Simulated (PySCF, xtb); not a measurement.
BeFBr, SMILES [F][Be][Br].

xtb with GFN2-xTB at its own geometry gives an orbital gap of 6.48 eV and a dipole moment of 2.39 D.

Geometry: PBE0-D3(BJ)/def2-TZVP.

Q: What does r2SCAN/def2-TZVPD (PySCF) give? (Estimate from the structure and the level; the computed values follow.)

A: gap 7.29 eV (levels -8.13 and -0.84 eV), dipole 0.29 D.
